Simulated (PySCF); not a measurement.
**Ho²⁺: excitation energy**

Ho²⁺ [Xe] 4f11 (high-spin determinant) → Ho²⁺ [Xe] 4f10 6s1 (high-spin determinant), as a difference of total energies. All numbers are calculated (PySCF 2.14, scalar relativity by spin-free X2C-1e, in ANO-RCC-VTZP (8s7p5d3f2g1h, 104 functions)). Correlated levels: valence: [Kr] 4d10 frozen; valence and next inner shell: [Ar] 3d10 frozen. The calculations carry no spin-orbit coupling.

```json
{"method": "UHF", "excitation energy (cm⁻¹)": "-4071.6"}
{"method": "MP2 (valence)", "excitation energy (cm⁻¹)": "29800"}
{"method": "SCS-MP2 (valence)", "excitation energy (cm⁻¹)": "27418"}
{"method": "MP2 (valence and next inner shell)", "excitation energy (cm⁻¹)": "33717"}
{"method": "SCS-MP2 (valence and next inner shell)", "excitation energy (cm⁻¹)": "29798"}
```

The basis was made for the ground configuration and has no added diffuse functions, so the excitation energy can come out too high.

The determinant of the lower state and of the upper state mixes LS terms, which raises its energy above the lowest term, most at the Hartree-Fock and MP2 levels.
